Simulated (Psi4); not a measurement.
H$_{3}$Si, doublet, at a GFN2-xTB geometry; MP2/def2-QZVP in Psi4.

The Psi4 input:
```
memory 2 GB

molecule mol {
0 2
Si    0.001724    0.000466    0.056068
H    -0.010252    1.411631   -0.273345
H     1.216916   -0.707481   -0.293446
H    -1.230798   -0.710680   -0.218166
}

set {
  basis def2-qzvp
  reference uhf
  freeze_core true
}

energy('mp2')
print_variables()
```

### Question
What does Psi4 print? Leave out banner, timings and long lists.

### Answer

```
    SCF Algorithm Type (re)set to DF.

   => Loading Basis Set <=

    Name: DEF2-QZVP
    Role: ORBITAL
    Keyword: BASIS

         ---------------------------------------------------------
                                   SCF
               by Justin Turney, Rob Parrish, Andy Simmonett
                          and Daniel G. A. Smith
                              UHF Reference
         ---------------------------------------------------------

  ==> Geometry <==

    Molecular point group: c1
    Full point group: C1

    Geometry (in Angstrom), charge = 0, multiplicity = 2:

       Center              X                  Y                   Z               Mass
    ------------   -----------------  -----------------  -----------------  -----------------
         SI           0.000952739927     0.000257739785     0.030987324841    27.976926534650
         H           -0.011023260073     1.411422739785    -0.298425675159     1.007825032230
         H            1.216144739927    -0.707689260215    -0.318526675159     1.007825032230
         H           -1.231569260073    -0.710888260215    -0.243246675159     1.007825032230

  Running in c1 symmetry.

  Rotational constants: A =      5.11197  B =      5.11197  C =      2.78919 [cm^-1]
  Rotational constants: A = 153253.14902  B = 153253.14301  C =  83617.92298 [MHz]
  Nuclear repulsion =   15.985128254115532

  Charge       = 0
  Multiplicity = 2
  Electrons    = 17
  Nalpha       = 9
  Nbeta        = 8

  ==> Algorithm <==

  SCF Algorithm Type is DF.
  DIIS enabled.
  MOM disabled.
  Fractional occupation disabled.
  Guess Type is SAD.
  Energy threshold   = 1.00e-08
  Density threshold  = 1.00e-08
  Integral threshold = 1.00e-12

  ==> Primary Basis <==

  Basis Set: DEF2-QZVP
    Blend: DEF2-QZVP
    Number of shells: 52
    Number of basis functions: 160
    Number of Cartesian functions: 191
    Spherical Harmonics?: true
    Max angular momentum: 4

   => Loading Basis Set <=

    Name: (DEF2-QZVP AUX)
    Role: JKFIT
    Keyword: DF_BASIS_SCF

  ==> Integral Setup <==

  SCF_SUBTYPE=INCORE selected. In-core MEM_DF algorithm will be used.
  Using in-core AOs.

  ==> MemDFJK: Density-Fitted J/K Matrices <==

    J tasked:                   Yes
    K tasked:                   Yes
    wK tasked:                   No
    Algorithm:                 Core
    Schwarz Cutoff:           1E-12
    Mask sparsity (%):       0.0000
    Fitting Condition:        1E-10

   => Auxiliary Basis Set <=

  Basis Set: (DEF2-QZVP AUX)
    Blend: DEF2-UNIVERSAL-JKFIT
    Number of shells: 56
    Number of basis functions: 182
    Number of Cartesian functions: 215
    Spherical Harmonics?: true
    Max angular momentum: 4

  Minimum eigenvalue in the overlap matrix is 2.0974821578E-04.
  Reciprocal condition number of the overlap matrix is 3.1892835112E-05.
    Using symmetric orthogonalization.

  ==> Pre-Iterations <==

  SCF Guess: Superposition of Atomic Densities via on-the-fly atomic UHF (no occupation information).

   -------------------------
    Irrep   Nso     Nmo
   -------------------------
     A        160     160
   -------------------------
    Total     160     160
   -------------------------

  ==> Iterations <==

                           Total Energy        Delta E     RMS |[F,P]|

   @DF-UHF iter SAD:  -290.12591139338156   -2.90126e+02   0.00000e+00
   @DF-UHF iter   1:  -290.61718648534833   -4.91275e-01   1.21988e-03 ADIIS/DIIS
   @DF-UHF iter   2:  -290.63887729226059   -2.16908e-02   3.89340e-04 ADIIS/DIIS
   @DF-UHF iter   3:  -290.64207797693501   -3.20068e-03   1.45237e-04 ADIIS/DIIS
   @DF-UHF iter   4:  -290.64337591073036   -1.29793e-03   4.13880e-05 DIIS
   @DF-UHF iter   5:  -290.64351869642030   -1.42786e-04   1.48505e-05 DIIS
   @DF-UHF iter   6:  -290.64353757269100   -1.88763e-05   5.02404e-06 DIIS
   @DF-UHF iter   7:  -290.64353945130671   -1.87862e-06   2.08650e-06 DIIS
   @DF-UHF iter   8:  -290.64353975347996   -3.02173e-07   5.67715e-07 DIIS
[...]

    Alpha Occupied:

[...]
    Alpha Virtual:

[...]
     160A    319.682667

    Beta Occupied:

[...]
    Beta Virtual:

[...]
    Final Occupation by Irrep:
              A
    DOCC [     8 ]
    SOCC [     1 ]
    NA   [     9 ]
    NB   [     8 ]

  @DF-UHF Final Energy:  -290.64353977772629

   => Energetics <=

    Nuclear Repulsion Energy =             15.9851282541155317
    One-Electron Energy =                -434.3267128513090256
    Two-Electron Energy =                 127.6980448194672135
    Total Energy =                       -290.6435397777262892

  UHF NO Occupations:
  HONO-2 :    7  A 1.9996047
  HONO-1 :    8  A 1.9971413
  HONO-0 :    9  A 1.0000000
  LUNO+0 :   10  A 0.0028587
  LUNO+1 :   11  A 0.0003953
  LUNO+2 :   12  A 0.0003953
  LUNO+3 :   13  A 0.0000046

Computation Completed

Properties will be evaluated at   0.000000,   0.000000,   0.000000 [a0]

Properties computed using the SCF density matrix

 Multipole Moments:

 ------------------------------------------------------------------------------------
     Multipole            Electronic (a.u.)      Nuclear  (a.u.)        Total (a.u.)
 ------------------------------------------------------------------------------------

 L = 1.  Multiply by 2.5417464519 to convert [e a0] to [Debye]
 Dipole X            :          0.0208707           -0.0247732           -0.0039025
 Dipole Y            :          0.0056454           -0.0067018           -0.0010564
 Dipole Z            :          0.6787759           -0.8057348           -0.1269589
 Magnitude           :                                                    0.1270232

 ------------------------------------------------------------------------------------

  //>>>>>>>>>>>>>>>>>>>>>>>>>>>>>>>>>>>//
  //               DFMP2               //
  //<<<<<<<<<<<<<<<<<<<<<<<<<<<<<<<<<<<//

   => Loading Basis Set <=

    Name: (DEF2-QZVP AUX)
    Role: RIFIT
    Keyword: DF_BASIS_MP2

	 --------------------------------------------------------
	                          DF-MP2
	      2nd-Order Density-Fitted Moller-Plesset Theory

	        Rob Parrish, Justin Turney, Andy Simmonett,
	           Ed Hohenstein, and C. David Sherrill
	 --------------------------------------------------------

	 --------------------------------------------------------
	                 NBF =   160, NAUX =   335
	 --------------------------------------------------------
	   CLASS    FOCC     OCC    AOCC    AVIR     VIR    FVIR
	   ALPHA       5       9       4     151     151       0
	    BETA       5       8       3     152     152       0
	 --------------------------------------------------------

	-----------------------------------------------------------
	 ==================> DF-MP2 Energies <====================
	-----------------------------------------------------------
	 Reference Energy          =    -290.6435397777262892 [Eh]
	 Singles Energy            =      -0.0000000000000000 [Eh]
	 Same-Spin Energy          =      -0.0151918533395989 [Eh]
	 Opposite-Spin Energy      =      -0.1103001591263271 [Eh]
	 Correlation Energy        =      -0.1254920124659260 [Eh]
	 Total Energy              =    -290.7690317901922299 [Eh]
	-----------------------------------------------------------
	 ================> DF-SCS-MP2 Energies <==================
	-----------------------------------------------------------
	 SCS Same-Spin Scale       =       0.3333333333333333 [-]
	 SCS Opposite-Spin Scale   =       1.2000000000000000 [-]
	 SCS Same-Spin Energy      =      -0.0050639511131996 [Eh]
	 SCS Opposite-Spin Energy  =      -0.1323601909515925 [Eh]
	 SCS Correlation Energy    =      -0.1374241420647921 [Eh]
	 SCS Total Energy          =    -290.7809639197910769 [Eh]
	-----------------------------------------------------------

  Variable Map:
  ----------------------------------------------------------------------------
[...]
  Array Variable Map:
  ----------------------------------------------------------------------------
[...]
[...]
```
